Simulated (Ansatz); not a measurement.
The molecule MgCl, multiplicity 2 (the spin of the measured ground state).

```
level                 bond energy D_e (kJ/mol)  minus CCSD(T)/def2-QZVPP
--------------------  ------------------------  ------------------------
SVWN5/def2-TZVPP                         359.8                      43.5
PBE/def2-TZVPP                           323.5                       7.3
r2SCAN/def2-TZVPP                        348.1                      31.9
B97M-V/def2-TZVPP                        327.7                      11.5
B3LYP/def2-TZVPP                         304.0                     -12.2
PBE0/def2-TZVPP                          323.6                       7.3
BHLYP/def2-TZVPP                         300.1                     -16.1
CAM-B3LYP/def2-TZVPP                     309.2                      -7.0
wB97X-V/def2-TZVPP                       323.2                       7.0
wB97M-V/def2-TZVPP                       304.2                     -12.0
B2PLYP/def2-TZVPP                        310.0                      -6.2
CCSD/def2-TZVPP                          294.1                     -22.1
CCSD/def2-QZVPP                          308.6                      -7.7
CCSD(T)/def2-TZVPP                       300.5                     -15.7
CCSD(T)/def2-QZVPP                       316.2                       0.0
```

 The comparison column counts from a level with limits of its own.

The rows run from 294.1 (CCSD/def2-TZVPP) to 359.8 kJ/mol (SVWN5/def2-TZVPP). From def2-TZVPP to def2-QZVPP CCSD(T) changes by 15.7. The 11 functionals in def2-TZVPP without D3 or D4 span 59.7, from BHLYP to SVWN5.

D_e counts from the fitted minimum to each atom's lowest state at the same level, without counterpoise.

Correlated levels freeze the inner cores; with def2 sets outer-core shells near the valence are correlated too.

Programs: Ansatz (Gaussian orbitals). Each number belongs to the level named beside it.

Ansatz is a quantum-chemistry and plane-wave program.
